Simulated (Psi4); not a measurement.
Torsional profile of SMILES O=CCCC=O, singlet. Scanned: dihedral O1–C2–C3–C4 and dihedral C2–C3–C4–C5; all other coordinates were relaxed at GFN2-xTB. Points at φ and −φ are mirror images. Heavy atoms are numbered in the order of the SMILES O=CCCC=O, hydrogens after them in the order of the atoms that carry them; the mirror image has the same energies with the sign of each dihedral reversed.

Calculation: PBE-D3(BJ)/def2-SVP // GFN2-xTB (Psi4).

Energy in kJ/mol above the lowest grid point; x is the dihedral O1–C2–C3–C4 (°), y the dihedral C2–C3–C4–C5 (°).

```
y \ x  -150  -120   -90   -60   -30     0    30    60    90   120   150   180
-----  ----  ----  ----  ----  ----  ----  ----  ----  ----  ----  ----  ----
180    12.2  10.8  12.3  12.8   6.1   1.1   6.1  12.8  12.3  10.8  12.2  14.2
150    16.7  17.0  17.2  12.9   3.5   0.8   9.7  19.0  15.9  10.5  10.4  14.8
120    18.0  20.2  22.7  18.8   6.4   0.6   8.8  20.8  20.6  14.2  12.3  15.6
90     14.1  22.6  25.4  17.9   6.4   0.0   3.9  13.5  15.5  12.2  11.3  13.6
60      9.4  21.6  22.9  19.5  11.9   2.1   2.3   7.0  12.6  12.9  12.9  11.2
30     28.2  23.0  35.0  32.2  23.4  18.8  22.9  23.0  21.6  31.1  30.2  29.8
0      34.8  35.0  34.1  44.1  34.6  29.9  34.6  44.1  34.1  35.0  34.8  40.5
-30    30.2  31.1  21.6  23.0  22.9  18.8  23.4  32.2  35.0  23.0  28.2  29.8
-60    12.9  12.9  12.6   7.0   2.3   2.1  11.9  19.5  22.9  21.6   9.4  11.2
-90    11.3  12.2  15.5  13.5   3.9   0.0   6.4  17.9  25.4  22.6  14.1  13.6
-120   12.3  14.2  20.6  20.8   8.8   0.6   6.4  18.8  22.7  20.2  18.0  15.6
-150   10.4  10.5  15.9  19.0   9.7   0.8   3.5  12.9  17.2  17.0  16.7  14.8
```

Points that lie below all their neighbours on the grid: x = 0, y = -90 (0.0 kJ/mol); x = 0, y = 90 (0.0 kJ/mol); x = -150, y = 60 (9.4 kJ/mol); x = 150, y = -60 (9.4 kJ/mol); x = -150, y = -150 (10.4 kJ/mol); x = 150, y = 150 (10.4 kJ/mol). The lowest path on the grid from the first to the second passes x = 0, y = 180 at 1.1 kJ/mol.
